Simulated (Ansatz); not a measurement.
```yaml
crystal:
  periodic: [false, false, false]
  atoms:
    - {symbol: F, position_ang: [0.675095, 0.117072, 1.200917]}
    - {symbol: C, position_ang: [0.446757, -0.116746, 0.304554]}
    - {symbol: Cl, position_ang: [1.388156, -0.428316, -0.385451]}
    - {symbol: C, position_ang: [-0.153520, 0.506291, -0.142782]}
    - {symbol: Ga, position_ang: [-0.567886, -0.688469, -0.170708]}
    - {symbol: H, position_ang: [-0.571324, 0.852560, 0.284615]}
    - {symbol: H, position_ang: [0.135384, 1.030155, -0.604331]}
    - {symbol: H, position_ang: [-1.328626, -1.487120, -0.403798]}
basis:
  gaussian: {orbitals: 6-31G}
magnetization: {spin_polarized: true, initial_magnetization: 0}
hamiltonian: {xc: {name: HF}}
correlation: {method: rpa}
```

```sh
$ ansatz run in.yaml --threads 4 --pin off --events-out ev --progress --plain --max-ram 10444MiB
```

Shortened log:

```
Functional definition: HF
817 factors; integrals over basis functions are off by at most 4.1e-4 eV
mean field evaluation 1: about -69553.2118 eV, gradient 3.9e1 eV
mean field evaluation 2: about -69553.5941 eV, gradient 3.9e1 eV
mean field evaluation 4: about -69559.5495 eV, gradient 2.5e0 eV
mean field evaluation 8: about -69559.6012 eV, gradient 1.0e-1 eV
mean field -69559.60140815 eV, -2556.2682025581 hartree, gradient 8.3e-6 eV, S^2 0.000000; 0 other end points of the search recorded, 0 dependent functions left out
17 core orbitals not correlated: weight in the atoms' cores, before any rotation towards them, 0.999 or more for the frozen orbitals, at most 0.001 for the correlated occupied ones
reference -69559.60140815 eV, -2556.2682025581 hartree; 19, 19 occupied and 39, 39 virtual orbitals, 817 factors
Total energy: -69574.15940455 eV, -2556.8031990583 hartree
```

(1) What is wrong with this run?

## Answers

(1) The geometry is squeezed to about two thirds of its size. Self-consistency was reached. The result belongs to that input, not to the molecule as meant.
